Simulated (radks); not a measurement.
Q: These are the eigenvalues of the occupied orbitals of an atom or ion with whole-number occupations (hartree). All-electron calculation, scalar-relativistic Kohn-Sham, LDA (Slater exchange, VWN5 correlation), spin-polarised, spherical densities, finite nucleus; Fermi nuclear charge, rms radius of each element as measured or else 0.836 A^(1/3) + 0.57 fm. Program: a radial shooting solver on a logarithmic mesh with Libxc functionals.

| orbital | eigenvalue |
|---|---|
| 1s | -2715.968 |
| 2s | -476.7518 |
| 2p | -416.0046 |
| 3s | -114.2806 |
| 3p | -96.43492 |
| 3d | -76.43135 |
| 4s | -27.52063 |
| 4p | -21.66029 |
| 4d | -14.37238 |
| 5s | -7.57462 |
| 4f | -6.25342 |
| 5p | -5.97878 |

Which element is it, and in what charge state? The configuration may be excited. Open shells, if any, are filled with parallel spins first.

A: Z = 76, osmium, charge +8: Os8+ in [Xe] 4f14. The list shows which subshells hold electrons but not how many an open one holds; the 1s level, -2716 hartree, gives Z - s = 73.7 by -(Z - s)^2/2, which with screening and relativity narrows Z to a few neighbours, and the depths of the outer levels then fix element, charge and occupations together.
